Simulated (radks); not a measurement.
Q: Valence configurations of Ni II (all share [Ar]). Method: scalar-relativistic Kohn-Sham, PBE, spin-unpolarised, spherical densities, finite nucleus; Fermi nuclear charge, rms radius 3.7757 fm; computed with a radial shooting solver on a logarithmic mesh with Libxc functionals. Order these by energy: 3d8.5 4p0.5; 3d7.5 4s1 4p0.5; 3d7 4p2; 3d6.5 4s1.5 4p1; 3d9; 3d7 4s1 4p1; 3d8 4s1; 3d8.5 4s0.5; 3d8 4p1; 3d7 4s2.

A: From the lowest, in eV above it: 3d9 0.000; 3d8.5 4s0.5 1.088; 3d8 4s1 3.004; 3d8.5 4p0.5 3.761; 3d8 4p1 8.689; 3d7.5 4s1 4p0.5 8.845; 3d7 4s2 9.801; 3d7 4s1 4p1 16.111; 3d6.5 4s1.5 4p1 21.546; 3d7 4p2 22.572. NIST lists [Ar] 3d9 as the ground configuration; this level of theory agrees among the configurations tried. The energies are those of spherical spin-averaged densities, not of single terms.
